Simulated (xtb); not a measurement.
C3H3BF2O, SMILES B(C1=CCO1)(F)F. All values are semi-empirical tight-binding results from xtb (GFN2-xTB unless named), good for trends rather than for accurate numbers. The structure is a stationary point at GFN2-xTB. The structure was generated by enumeration, and PubChem lists no compound with its InChIKey, so it may never have been made. Other conformers were not sampled.

Optimised geometry:

```xyz
10

F      1.1261     1.8960     0.0000
B      0.0076     1.2073     0.0000
F     -1.0916     1.9387     0.0000
C     -0.0718    -0.3332     0.0000
C     -1.0406    -1.2793     0.0000
C      0.0393    -2.3109     0.0000
O      0.9917    -1.2318     0.0000
H     -2.1083    -1.3018     0.0000
H      0.1321    -2.9261     0.8948
H      0.1321    -2.9261    -0.8948
```
Charge 0, spin multiplicity 1.

| Item | Value |
|---|---|
| point group as xtb finds it | Cs |
| orbital gap | 3.39 eV |
| dipole moment | 3.44 D |
| zero-point energy | 38.1 kcal/mol |
| G − E(el) at 298.15 K (modified RRHO) | 18.5 kcal/mol |
| static polarisability (D4 model) | 52.7 bohr³ |
| solvation energy, GFN2-xTB/ALPB(water) | -2.6 kcal/mol |
| solvation energy, GFN2-xTB/ALPB(ether) | -5.0 kcal/mol |

Computed IR lines (harmonic; lines under 4 % of the strongest left out, lines within 3 cm⁻¹ merged):
ν (cm⁻¹): 426 (m), 592 (w), 602 (w), 695 (w), 947 (w), 1022 (w), 1109 (m), 1165 (s), 1288 (s), 1330 (vs), 1601 (m) (against the strongest line: vs over 80 %, s over 45 %, m over 15 %, w over 4 %, vw less)

Computed atomic charges and the Wiberg bond orders between heavy atoms:
charges (e) F1 -0.24, B2 0.51, F3 -0.26, C4 0.05, C5 -0.07, C6 0.08, O7 -0.28, H8 0.06, H9 0.07, H10 0.07. Bond orders F1–B2 1.10, B2–F3 1.07, B2–C4 1.03, C4–C5 1.72, C5–C6 1.04, C4–O7 1.05, C6–O7 0.97.
